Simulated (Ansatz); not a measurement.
One change: `C[S][GeH]([CH3])[Cl]` becomes `[CH3][GeH2][Cl]`.

Ansatz, PBE0-D4/def2-TZVP geometries, multiplicity 1. Each molecule was computed in one conformer, which needn't be the lowest.

Scalar relativity is left out up to krypton.

| property | `C[S][GeH]([CH3])[Cl]` |
| --- | --- |
| ideal-gas entropy at 298 K and 1 bar (rigid rotor, harmonic PBE0-D4/def2-TZVP) / J/(mol·K) | 402 |
| size of the dipole moment (ωB97M-V/def2-TZVPP) / D | 3.41 |
| HOMO–LUMO gap (B3LYP/def2-TZVPP) / eV | 6.43 |
| LUMO energy (B3LYP/def2-TZVPP) / eV | -0.28 |
| HOMO–LUMO gap (PBE0/def2-TZVPP) / eV | 6.90 |
| HOMO energy (PBE0/def2-TZVPP) / eV | -6.95 |

Task: Give the same properties after the change, and the shifts. (Best estimate.)

Result: Ansatz gave: 
| property | `[CH3][GeH2][Cl]` | shift |
| --- | --- | --- |
| ideal-gas entropy at 298 K and 1 bar (rigid rotor, harmonic PBE0-D4/def2-TZVP) / J/(mol·K) | 313 | -89 |
| size of the dipole moment (ωB97M-V/def2-TZVPP) / D | 2.44 | -0.97 |
| HOMO–LUMO gap (B3LYP/def2-TZVPP) / eV | 8.11 | 1.68 |
| LUMO energy (B3LYP/def2-TZVPP) / eV | -0.12 | 0.16 |
| HOMO–LUMO gap (PBE0/def2-TZVPP) / eV | 8.65 | 1.75 |
| HOMO energy (PBE0/def2-TZVPP) / eV | -8.50 | -1.55 |

With PBE0 the HOMO falls by 1.55 eV and the LUMO rises by 0.20 eV, so the gap widens by about 1.75 eV. PBE moves the HOMO by -1.42 eV and ωB97M-V by -1.58 eV. The zero-point energy changes by -82.4 kJ/mol with -12 modes. Dipoles are sizes alone; their direction can turn. Modes under 60 cm⁻¹, often nearly free rotors, make the harmonic entropy too high.

B3LYP here is the variant with VWN-RPA as its local correlation; programs differ in this.
